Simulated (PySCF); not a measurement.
Structure elucidation problem

The spectra below were simulated for a compound C4H8FPSi2.

¹H NMR (500 MHz, computed): δ 7.40 (m, 1H), 5.13 (m, 1H), 4.44 (m, 3H), 4.39 (s, 3H).

¹³C{¹H} NMR (computed): δ 204.9 (C), 161.0 (CH), 131.3 (C), 128.5 (C).

Level of theory: shieldings: GIAO PBE0/pcSseg-1, geometry from GFN2-xTB, in PySCF 2.14.0 with density-fitted response routines (no relativistic terms, gas phase, single conformer, fast rotation and ring inversion assumed for equivalent nuclei).

Scale: ¹H (σ = 31.72 ppm) and ¹³C (σ = 186.93 ppm) vs TMS (reference shieldings calculated alike).

Q: What is the structure?

A: 
4 carbon signals for 4 carbons: no two carbons are equivalent. Carbon types of the structure: 3 × C, 1 × CH, leaving 7 H on heteroatoms. δC 204.9, 131.3, 128.5: unsaturated ring carbon. δC 161.0: unsaturated ring CH. δH 7.40: hydrogen on a unsaturated ring CH. δH 5.13: hydrogen on a ring phosphorus. δH 4.44, 4.39: hydrogen on a silicon bonded to C.

The compound is SMILES c1(F)[pH]c([SiH3])cc1[SiH3].

The shifts were computed for this structure.

Splittings by ¹⁹F and ³¹P in the carbon and heteronuclear signals aren't shown, as no couplings were computed. Shifts are as computed. Against solution values, carbons near 30 ppm lie about +3 ppm off and those near 130 ppm about +5 ppm. Of 1211 compounds with measured shifts, 218 miss one by over three times the rms of a fit or turn the order of signals round; such compounds aren't used in these exercises. No couplings were computed; multiplicities are counted from neighbouring protons, with m where these are inequivalent, close in shift, in a saturated or five-membered ring or joined by F or P, and br s for small geminal =CH2 splittings.
